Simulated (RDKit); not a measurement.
A run for RDKit: MMFF94 on C3H6 (SMILES C1CC1).

```python
from rdkit import Chem
from rdkit.Chem import AllChem, rdDetermineBonds

blocks = [
'''9

C    -0.27516845    0.82171199   -0.04962046
C    -0.55933591   -0.63383837    0.19689154
C     0.83450589   -0.18786000   -0.14726740
H    -0.27993260    1.49170326    0.79949587
H    -0.64274937    1.26356949   -0.96589002
H    -1.11924664   -1.17671519   -0.55257485
H    -0.75630505   -0.94864158    1.21277257
H     1.21766550   -0.42906561   -1.12957267
H     1.58056664   -0.20086397    0.63576542
''',
]
mol = None
for b in blocks:
    f = Chem.MolFromXYZBlock(b)
    rdDetermineBonds.DetermineBonds(f, charge=0)
    mol = f if mol is None else Chem.CombineMols(mol, f)
Chem.SanitizeMol(mol)
print(Chem.MolToSmiles(Chem.RemoveHs(mol)))
ff = AllChem.MMFFGetMoleculeForceField(mol, AllChem.MMFFGetMoleculeProperties(mol), nonBondedThresh=100.0, ignoreInterfragInteractions=False)
e = ff.CalcEnergy()
print(f'MMFF94 energy {e:.6f} kcal/mol')
```

The log:

```
C1CC1
MMFF94 energy 15.564553 kcal/mol
```

The run finished.

Cost: about 0.05 core-seconds (a rough figure).
